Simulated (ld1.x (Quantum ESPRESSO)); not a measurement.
## Reading a pseudo-wave (Cu)

Columns: radius, all-electron u(r) and pseudo u(r) of the 4p shell (level -26.02 eV) of copper in the configuration [Ne] 3s2 3p6 3d8 4s0 4p0; LDA (PZ), scalar-relativistic, ultrasoft scheme, ld1.x (Quantum ESPRESSO) 7.5.

```csv
r (bohr),all-electron,pseudo
0.078,0.1722,-0.0010
0.155,0.1901,-0.0036
0.232,0.0482,-0.0070
0.310,-0.1269,-0.0103
0.388,-0.2615,-0.0117
0.465,-0.3337,-0.0098
0.542,-0.3490,-0.0029
0.620,-0.3192,0.0106
0.698,-0.2575,0.0318
0.775,-0.1769,0.0611
0.852,-0.0855,0.0987
0.930,0.0113,0.1449
1.008,0.1079,0.1982
1.085,0.1997,0.2563
1.162,0.2858,0.3179
1.240,0.3660,0.3816
1.318,0.4382,0.4443
1.395,0.5012,0.5028
1.472,0.5559,0.5561
1.550,0.6030,0.6030
1.628,0.6421,0.6421
1.705,0.6731,0.6731
1.782,0.6970,0.6970
1.860,0.7146,0.7146
1.938,0.7261,0.7261
2.015,0.7319,0.7319
```

Q: How many radial nodes do the two functions have?

A: The all-electron 4p function has n − l − 1 = 2; the pseudo-wave has 1, since 1 lower shell of the same l stays in the valence.

Q: At about which radius was the pseudo-wave matched?

A: 1.55 bohr. The columns agree to 0.0005 from 1.47 bohr on; several derivatives are matched, so the curves merge somewhat inside the radius.

Q: Is the pseudo-wave norm-conserving?

A: No, it belongs to an ultrasoft set: the norm inside the radius is not constrained, and the difference is carried by the augmentation charge.
